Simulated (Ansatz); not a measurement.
Reaction (formal exchange of groups at a B–Si bond): `O[SiH2]B([SiH3])[SiH3]` + `[AlH3]` → `[AlH2][B]([SiH3])[SiH3]` + silanol

Computed with Ansatz on PBE0-D4/def2-TZVP structures; ΔE is electronic, products minus reactants. CCSD(T)/CBS adds triple-zeta CCSD(T) − MP2 to the extrapolated MP2 energy (def2 sets, frozen cores). This one scheme is used for every species. Functionals use def2-TZVPP. B3LYP here is the variant with VWN-RPA as its local correlation; programs differ in this. Each species was taken in one conformer, which may not be the lowest.

`O[SiH2]B([SiH3])[SiH3]`:

Cartesian coordinates in Å:
```
O -0.510 2.784 0.613
Si 0.212 1.404 1.168
B 0.119 -0.193 -0.022
Si -0.985 -0.176 -1.688
Si 1.104 -1.865 0.469
H -1.391 2.703 0.245
H 1.618 1.793 1.448
H -0.411 0.943 2.452
H -0.061 0.390 -2.718
H -1.450 -1.509 -2.158
H -2.170 0.728 -1.605
H 2.171 -1.697 1.493
H 1.695 -2.529 -0.726
H 0.060 -2.776 1.029
```

`[AlH3]`:

```xyz
4

Al    0.000    0.000    0.000
H     1.134    1.011   -0.455
H    -0.886    0.324    1.274
H    -0.247   -1.335   -0.819
```

`[AlH2][B]([SiH3])[SiH3]`:

Z-matrix (Å, degrees):
```
Si
B 1 1.997
H 1 1.490 2 114.6
H 1 1.490 2 115.9 3 -127.1
H 1 1.497 2 101.9 3 116.3
Si 2 1.997 1 114.8 3 -26.9
Al 2 2.093 1 122.6 3 153.2
H 6 1.490 2 115.9 1 -153.9
H 6 1.490 2 114.6 1 -26.8
H 6 1.497 2 102.0 1 89.5
H 7 1.592 2 120.2 1 -95.6
H 7 1.592 2 120.2 1 84.6
```

`O[SiH3]`:

Z-matrix (Å, degrees):
```
Si
O 1 1.648
H 1 1.489 2 111.7
H 1 1.489 2 111.7 3 120.9
H 1 1.481 2 105.9 3 -119.6
H 2 0.957 1 117.9 3 -60.5
```

| level | ΔE (kcal/mol) | difference from CCSD(T)/CBS |
| --- | --- | --- |
| B3LYP-D4 | -0.4 | 0.9 |
| ωB97X-V | -0.5 | 0.8 |
| PBE | -1.5 | -0.2 |
| B3LYP | -1.7 | -0.4 |
| HF/def2-TZVPP | -2.0 | -0.7 |
| MP2/def2-TZVPP | -1.2 | 0.1 |
| SCS-MP2/def2-TZVPP | -1.4 | -0.1 |
| CCSD/def2-TZVPP | -1.4 | -0.1 |
| CCSD(T)/def2-TZVPP | -1.3 | 0.0 |
| CCSD/CBS(def2) | -1.4 | -0.1 |
| CCSD(T)/CBS | -1.3 | 0 |

Largest T1 diagnostic among the species: 0.015.

In def2-TZVPP, CCSD(T) changes the Hartree–Fock value by +0.7 kcal/mol (the triples alone add +0.1 kcal/mol) and MP2 by +0.8 kcal/mol. The D4 term adds +1.3 kcal/mol with B3LYP and +0.8 kcal/mol with PBE0; it sums over pairs of atoms, weighted by their polarisabilities, and B3LYP, whose exchange is more repulsive, gets the larger term.

CCSD(T)/CBS has its own doubt, a few kJ/mol and more with outer-core shells, so smaller differences from it don't rank the levels.
